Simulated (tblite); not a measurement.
Compound: C₈H₇PSe.
Numbering: `[CH:1]#[C:2][P:3]1(=[Se:4])[C:5]([CH:6]=[CH2:7])=[C:8]1[CH:9]=[CH2:10]` (hydrogens: H11 on C1; H12 on C6; H13, H14 on C7; H15 on C9; H16, H17 on C10)

Geometry (GFN2-xTB, Å), atoms numbered from 1 in this order:
```
atom  x, y, z in Å
C1    -1.544    3.050    0.477
C2    -1.041    1.974    0.670
P3    -0.332    0.452    1.199
Se4   -0.306    0.035    3.252
C5    -0.383   -0.732   -0.174
C6    -1.110   -1.742   -0.857
C7    -2.360   -2.067   -0.531
C8     0.825   -0.127   -0.072
C9     2.149   -0.107   -0.583
C10    3.096    0.683   -0.079
H11   -1.977    3.981    0.249
H12   -0.586   -2.243   -1.663
H13   -2.903   -2.839   -1.046
H14   -2.868   -1.562    0.276
H15    2.352   -0.778   -1.411
H16    4.101    0.689   -0.463
H17    2.881    1.343    0.747
```

Method: GFN2-xTB as coded in tblite; computed harmonic values from a numerical Hessian at the method's own geometry, unscaled. Against measured fundamentals such values can be off by several per cent, at times by over 20. One conformer, not necessarily the lowest.

Harmonic wavenumbers (cm⁻¹): 50.4, 52.7, 63.7, 71.0, 89.1, 115.2, 117.3, 167.1, 245.9, 254.3, 311.2, 362.5, 367.3, 389.8, 494.2, 635.2, 647.5, 650.6, 663.2, 671.2, 693.7, 698.2, 874.0, 882.7, 885.7, 982.6, 983.2, 988.7, 1074.3, 1226.2, 1256.8, 1277.8, 1380.9, 1395.4, 1619.7, 1638.1, 1687.3, 2178.7, 3031.8, 3034.1, 3094.8, 3096.6, 3140.5, 3142.1, 3362.4.

A = 800.0, B = 604.0, C = 530.2 MHz; mass 213.945 u (most abundant isotopes); point group Cs, symmetry number 1.

Q: Zero-point energy?

A: ½Σν̃ = 25023 cm⁻¹ = 71.54 kcal/mol.

Q: Give the ideal-gas entropy at 273.15 K and 1 bar in the rigid-rotor, harmonic-oscillator model (classical rotation).

A: Translation 41.58, rotation 31.25, vibration 39.45: S = 112.3 cal/(mol K).

Q: And Cp and H(273.15 K) − H(0)?

A: Cp = 42.50 cal/(mol K), of which vibrations give 34.55 (their classical limit is 45 R = 89.4); H(273.15 K) − H(0) = 7.51 kcal/mol without the zero-point energy, 5.34 from vibrations.

Q: Which modes carry the vibrational entropy at 273.15 K?

A: 50.4 cm⁻¹: 4.63; 52.7 cm⁻¹: 4.54; 63.7 cm⁻¹: 4.17; 71.0 cm⁻¹: 3.95; 89.1 cm⁻¹: 3.51; 115.2 cm⁻¹: 3.01 cal/(mol K); the other 39 give 15.64 together.

Q: Blend soft modes into free rotors: weight 1/[1 + (100 cm⁻¹/ν̃)⁴] for the oscillator and the rest for a rotor with moment μB/(μ + B), μ = h/(8π²ν), B = 10⁻⁴⁴ kg m². What vibrational entropy results?

A: 35.17 cal/(mol K) in place of 39.45, which changes −T·S at 273.15 K by +1.17 kcal/mol.

Q: What must be added to the electronic energy to get the Gibbs energy at 273.15 K and 1 bar?

A: ZPE + [H(273.15 K) − H(0)] − T·S = 71.54 + 7.51 − 30.67 = 48.38 kcal/mol.

Q: How do the functions run with temperature in this model?

A: 
```json
{"T (K)": "150", "S (cal/(mol K))": "90.8", "Cp (cal/(mol K))": "30.0", "H − H(0) (kcal/mol)": "3.03", "G − H(0) (kcal/mol)": "-10.59", "ln q(vib)": "5.29"}
{"T (K)": "250", "S (cal/(mol K))": "108.6", "Cp (cal/(mol K))": "40.3", "H − H(0) (kcal/mol)": "6.55", "G − H(0) (kcal/mol)": "-20.60", "ln q(vib)": "9.17"}
{"T (K)": "298.15", "S (cal/(mol K))": "116.1", "Cp (cal/(mol K))": "44.8", "H − H(0) (kcal/mol)": "8.60", "G − H(0) (kcal/mol)": "-26.01", "ln q(vib)": "10.90"}
{"T (K)": "400", "S (cal/(mol K))": "130.5", "Cp (cal/(mol K))": "53.1", "H − H(0) (kcal/mol)": "13.60", "G − H(0) (kcal/mol)": "-38.58", "ln q(vib)": "14.37"}
{"T (K)": "600", "S (cal/(mol K))": "154.3", "Cp (cal/(mol K))": "64.6", "H − H(0) (kcal/mol)": "25.45", "G − H(0) (kcal/mol)": "-67.14", "ln q(vib)": "20.52"}
{"T (K)": "900", "S (cal/(mol K))": "182.7", "Cp (cal/(mol K))": "75.1", "H − H(0) (kcal/mol)": "46.55", "G − H(0) (kcal/mol)": "-117.87", "ln q(vib)": "28.49"}
```

q(vib) and H(0) count from the zero-point level.

Hindered rotation and anharmonicity are outside this model. Other conformers, if any are populated, would add a mixing term that is left out.

Time: 0.97 s. Hardware: an Intel Xeon Platinum 8375C at 2.90 GHz with one thread, no GPU, on a shared host. This covers the Hessian and the dipole derivatives.
